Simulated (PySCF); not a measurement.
PySCF job for CH₂O₃, SMILES O=C(O)O, TDA-PBE/def2-SVPD. Geometry: B3LYP-D3(BJ)/def2-SVP. One conformer was computed; it need not be the lowest.

```python
import numpy as np
from pyscf import gto, scf, dft, tdscf

mol = gto.M(
    atom='''
    O     0.00000000    1.08850000   -0.67803948
    C     0.00000000    0.00000000    0.09796140
    O     0.00000000   -0.00000001    1.30266468
    O     0.00000000   -1.08850000   -0.67803948
    H     0.00000000    1.85169912   -0.08022710
    H     0.00000000   -1.85169911   -0.08022711
    ''',
    basis='def2-SVPD',
    charge=0,
    spin=0,
    symmetry=True,
    max_memory=1600,
    verbose=4,
)
mf = dft.RKS(mol, xc='pbe').density_fit(auxbasis='def2-universal-jkfit')
mf.grids.level = 3
mf.conv_tol = 1e-9
mf.max_cycle = 100
mf.kernel()
mf.grids = dft.Grids(mol).set(level=1).build(with_non0tab=True)  # coarser grid for the response kernel
td = tdscf.TDA(mf)
td.singlet = True
td.nstates = 10
td.conv_tol = 1e-4
td.positive_eig_threshold = 1e-6
td.kernel(x0=td.get_init_guess(mf, 15))
td.analyze()
tt = tdscf.TDA(mf)
tt.singlet = False
tt.nstates = 4
tt.conv_tol = 1e-4
tt.positive_eig_threshold = 1e-6
tt.kernel(x0=tt.get_init_guess(mf, 9))
tt.analyze(verbose=3)
```

Output:

```
PySCF version 2.14.0

[INPUT] verbose = 4
[INPUT] num. atoms = 6
[INPUT] num. electrons = 32
[INPUT] charge = 0
[INPUT] spin (= nelec alpha-beta = 2S) = 0
[INPUT] symmetry True subgroup None
[INPUT] Mole.unit = angstrom
[INPUT] Symbol           X                Y                Z      unit          X                Y                Z       unit  Magmom
[INPUT]  1 O      0.000000000000   1.088500000000  -0.678039480000 AA    0.000000000000   2.056966886589  -1.281308918843 Bohr   0.0
[INPUT]  2 C      0.000000000000   0.000000000000   0.097961400000 AA    0.000000000000   0.000000000000   0.185120216779 Bohr   0.0
[INPUT]  3 O      0.000000000000  -0.000000010000   1.302664680000 AA    0.000000000000  -0.000000018897   2.461679477344 Bohr   0.0
[INPUT]  4 O      0.000000000000  -1.088500000000  -0.678039480000 AA    0.000000000000  -2.056966886589  -1.281308918843 Bohr   0.0
[INPUT]  5 H      0.000000000000   1.851699120000  -0.080227100000 AA    0.000000000000   3.499204201898  -0.151607246768 Bohr   0.0
[INPUT]  6 H      0.000000000000  -1.851699110000  -0.080227110000 AA    0.000000000000  -3.499204183001  -0.151607265665 Bohr   0.0

nuclear repulsion = 123.388941099704
point group symmetry = C2v
symmetry origin: [ 0.00000000e+00 -4.13377586e-09 -2.95269713e-09]
symmetry axis x: [-1. -0. -0.]
symmetry axis y: [ 0.00000000e+00  1.00000000e+00 -1.79712361e-08]
symmetry axis z: [0.00000000e+00 1.79712361e-08 1.00000000e+00]
num. orbitals of irrep A1 = 43
num. orbitals of irrep A2 = 13
num. orbitals of irrep B1 = 18
num. orbitals of irrep B2 = 31
number of shells = 43
number of NR pGTOs = 149
number of NR cGTOs = 105
basis = def2-SVPD
ecp = {}


[settings echo left out]
init E= -265.163181510809
HOMO (B2) = -0.382806920675518  LUMO (B1) = -0.0539199923529849  gap/eV = 8.94947
cycle= 1 E= -264.344800706847  delta_E= 0.818  |g|=  1.1  |ddm|= 2.95
HOMO (B2) = -0.105482131909076  LUMO (A1) = -0.0156103458848134  gap/eV = 2.44554
cycle= 2 E= -263.540525230078  delta_E= 0.804  |g|= 2.29  |ddm|= 2.69
HOMO (B2) = -0.282644779793912  LUMO (A1) = -0.0249670592283211  gap/eV = 7.01177
cycle= 3 E= -264.514834431171  delta_E= -0.974  |g|= 0.509  |ddm|= 1.96
HOMO (B2) = -0.261809362235083  LUMO (A1) = -0.0299705672715529  gap/eV = 6.30865
cycle= 4 E= -264.563994224077  delta_E= -0.0492  |g|= 0.113  |ddm|= 0.49
HOMO (B2) = -0.264817435777482  LUMO (A1) = -0.0283103578604096  gap/eV = 6.43569
cycle= 5 E= -264.566137762973  delta_E= -0.00214  |g|= 0.0276  |ddm|= 0.0982
HOMO (B2) = -0.2610467029665  LUMO (A1) = -0.0277779736976811  gap/eV = 6.34757
cycle= 6 E= -264.566306670413  delta_E= -0.000169  |g|= 0.0068  |ddm|= 0.0302
HOMO (B2) = -0.262081387312714  LUMO (A1) = -0.0279632626586039  gap/eV = 6.37068
cycle= 7 E= -264.566316907473  delta_E= -1.02e-05  |g|= 0.000906  |ddm|= 0.00707
HOMO (B2) = -0.262149751499553  LUMO (A1) = -0.0279583213346255  gap/eV = 6.37267
cycle= 8 E= -264.566317067752  delta_E= -1.6e-07  |g|= 0.000118  |ddm|= 0.000891
HOMO (B2) = -0.262165842095537  LUMO (A1) = -0.0279668072412718  gap/eV = 6.37288
cycle= 9 E= -264.56631707051  delta_E= -2.76e-09  |g|= 1.42e-05  |ddm|= 0.000186
HOMO (B2) = -0.262164624732542  LUMO (A1) = -0.0279665815486068  gap/eV = 6.37285
cycle= 10 E= -264.566317070546  delta_E= -3.56e-11  |g|= 4.06e-06  |ddm|= 1.81e-05
HOMO (B2) = -0.262165339881332  LUMO (A1) = -0.0279664542397176  gap/eV = 6.37288
Extra cycle  E= -264.566317070532  delta_E= 1.38e-11  |g|= 9.12e-06  |ddm|= 1.09e-05
converged SCF energy = -264.566317070532
tot grids = 25664
Overwritten attributes  positive_eig_threshold  of <class 'pyscf.tdscf.rks.TDA'>


******** <class 'pyscf.tdscf.rks.TDA'> for <class 'pyscf.df.df_jk.DFSymAdaptedRKS'> ********
nstates = 10 singlet
deg_eia_thresh = 1.000e-03
wfnsym = None
conv_tol = 0.0001
eigh lindep = 1e-12
eigh level_shift = 0
eigh max_cycle = 100


Excitation energies (eV)
[6.44924435 6.72308576 7.30666446 7.3836997  8.08904618 8.20770915
 8.84053541 8.96509378 9.06547868 9.08945098]

** Singlet excitation energies and oscillator strengths **
Excited State   1:   B2      6.44924 eV    192.25 nm  f=0.0411
      16 -> 17       -0.70494
Excited State   2:   A2      6.72309 eV    184.42 nm  f=0.0000
      16 -> 18       -0.70646
Excited State   3:   B1      7.30666 eV    169.69 nm  f=0.0001
      15 -> 17        0.70666
Excited State   4:   A1      7.38370 eV    167.92 nm  f=0.0013
      15 -> 18        0.14355
      16 -> 19       -0.69101
Excited State   5:   A2      8.08905 eV    153.27 nm  f=0.0000
      14 -> 17        0.67578
      15 -> 19        0.20607
Excited State   6:   A2      8.20771 eV    151.06 nm  f=0.0000
      14 -> 17       -0.20531
      15 -> 19        0.67597
Excited State   7:   B2      8.84054 eV    140.25 nm  f=0.0040
      14 -> 18       -0.11732
      16 -> 20        0.69173
Excited State   8:   B1      8.96509 eV    138.30 nm  f=0.0223
      14 -> 19        0.70597
Excited State   9:   B2      9.06548 eV    136.77 nm  f=0.0364
      14 -> 18        0.36126
      16 -> 20        0.13301
      16 -> 21       -0.58358
Excited State  10:   A1      9.08945 eV    136.40 nm  f=0.2029
      15 -> 18       -0.57973
      15 -> 22       -0.32484
      16 -> 19       -0.11300

** Transition electric dipole moments (AU) **
state          X           Y           Z        Dip. S.      Osc.
  1        -0.0000     -0.5103     -0.0000      0.2604      0.0411
  2        -0.0000     -0.0000     -0.0000      0.0000      0.0000
  3        -0.0220     -0.0000      0.0000      0.0005      0.0001
  4        -0.0000      0.0000     -0.0855      0.0073      0.0013
  5         0.0000      0.0000      0.0000      0.0000      0.0000
  6        -0.0000     -0.0000     -0.0000      0.0000      0.0000
  7        -0.0000      0.1356      0.0000      0.0184      0.0040
  8         0.3184      0.0000      0.0000      0.1014      0.0223
  9        -0.0000     -0.4050      0.0000      0.1640      0.0364
 10         0.0000      0.0000      0.9546      0.9113      0.2029

** Transition velocity dipole moments (imaginary part, AU) **
state          X           Y           Z        Dip. S.      Osc.
  1        -0.0000     -0.0928      0.0000      0.0086      0.0242
  2        -0.0000     -0.0000     -0.0000      0.0000      0.0000
  3        -0.0289     -0.0000      0.0000      0.0008      0.0021
  4        -0.0000      0.0000     -0.0109      0.0001      0.0003
  5        -0.0000      0.0000      0.0000      0.0000      0.0000
  6         0.0000     -0.0000     -0.0000      0.0000      0.0000
  7        -0.0000      0.0370     -0.0000      0.0014      0.0028
  8         0.0974      0.0000     -0.0000      0.0095      0.0192
  9        -0.0000     -0.0493      0.0000      0.0024      0.0049
 10         0.0000     -0.0000      0.0994      0.0099      0.0197

** Transition magnetic dipole moments (imaginary part, AU) **
state          X           Y           Z
  1        -0.6790      0.0000      0.0000
  2         0.0000      0.0000      0.7117
  3        -0.0000     -0.4853     -0.0000
  4         0.0000      0.0000      0.0000
  5         0.0000      0.0000      0.4673
  6         0.0000      0.0000     -0.3837
  7        -0.2071     -0.0000     -0.0000
  8        -0.0000      0.1553      0.0000
  9         0.1511      0.0000     -0.0000
 10        -0.0000      0.0000     -0.0000


******** <class 'pyscf.tdscf.rks.TDA'> for <class 'pyscf.df.df_jk.DFSymAdaptedRKS'> ********
nstates = 4 triplet
deg_eia_thresh = 1.000e-03
wfnsym = None
conv_tol = 0.0001
eigh lindep = 1e-12
eigh level_shift = 0
eigh max_cycle = 100


Excitation energies (eV)
[6.2727331  6.28940862 6.73474517 7.16844095]

** Triplet excitation energies and oscillator strengths **
Excited State   1:   A2      6.27273 eV    197.66 nm  f=0.0000
Excited State   2:   B2      6.28941 eV    197.13 nm  f=0.0000
Excited State   3:   A1      6.73475 eV    184.10 nm  f=0.0000
Excited State   4:   A1      7.16844 eV    172.96 nm  f=0.0000
```

Self-consistency was reached.

Cost: roughly 15 core-seconds.
